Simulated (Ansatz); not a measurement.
`[NH2][SnH2][OH]` + `[CH3][AlH][CH2][GeH3]` → `[CH3][AlH][SnH2][OH]` + `N[CH2][GeH3]`  (redistribution)

Program: Ansatz. Geometries: PBE0-D4/def2-TZVP. ΔE: electronic, gas phase. CCSD(T)/CBS is the MP2 limit (def2-TZVPP, def2-QZVPP) plus CCSD(T) − MP2 in def2-TZVPP, frozen cores. DFT in def2-TZVPP. B3LYP here is the variant with VWN-RPA as its local correlation; programs differ in this. def2 core potentials past Kr. For Ge, Sn outer-core shells are correlated without core-valence functions, which leaves a few kJ/mol of doubt a bond. Scalar relativity is left out up to krypton. Each species was taken in one conformer, which may not be the lowest.

```json
{"level": "PBE-D4", "ΔE (kJ/mol)": "41.4", "difference from CCSD(T)/CBS": "-17.1"}
{"level": "r2SCAN-D4", "ΔE (kJ/mol)": "54.8", "difference from CCSD(T)/CBS": "-3.7"}
{"level": "PBE0-D4", "ΔE (kJ/mol)": "43.6", "difference from CCSD(T)/CBS": "-14.9"}
{"level": "B3LYP-D4", "ΔE (kJ/mol)": "47.7", "difference from CCSD(T)/CBS": "-10.8"}
{"level": "ωB97M-V", "ΔE (kJ/mol)": "56.3", "difference from CCSD(T)/CBS": "-2.2"}
{"level": "PBE", "ΔE (kJ/mol)": "39.9", "difference from CCSD(T)/CBS": "-18.6"}
{"level": "r2SCAN", "ΔE (kJ/mol)": "54.3", "difference from CCSD(T)/CBS": "-4.2"}
{"level": "PBE0", "ΔE (kJ/mol)": "42.4", "difference from CCSD(T)/CBS": "-16.1"}
{"level": "HF/def2-TZVPP", "ΔE (kJ/mol)": "50.7", "difference from CCSD(T)/CBS": "-7.8"}
{"level": "MP2/def2-TZVPP", "ΔE (kJ/mol)": "65.8", "difference from CCSD(T)/CBS": "7.3"}
{"level": "SCS-MP2/def2-TZVPP", "ΔE (kJ/mol)": "62.0", "difference from CCSD(T)/CBS": "3.5"}
{"level": "CCSD/def2-TZVPP", "ΔE (kJ/mol)": "55.8", "difference from CCSD(T)/CBS": "-2.7"}
{"level": "HF/def2-QZVPP", "ΔE (kJ/mol)": "52.5", "difference from CCSD(T)/CBS": "-6.0"}
{"level": "HF/CBS(def2)", "ΔE (kJ/mol)": "52.7", "difference from CCSD(T)/CBS": "-5.8"}
{"level": "MP2/CBS(def2)", "ΔE (kJ/mol)": "66.1", "difference from CCSD(T)/CBS": "7.6"}
{"level": "CCSD/CBS(def2)", "ΔE (kJ/mol)": "56.1", "difference from CCSD(T)/CBS": "-2.4"}
{"level": "CCSD(T)/CBS", "ΔE (kJ/mol)": "58.5", "difference from CCSD(T)/CBS": "0"}
```

Largest T1 diagnostic among the species: 0.013.

In def2-TZVPP, CCSD(T) changes the Hartree–Fock value by +7.4 kJ/mol (the triples alone add +2.4 kJ/mol) and MP2 by +15.0 kJ/mol.
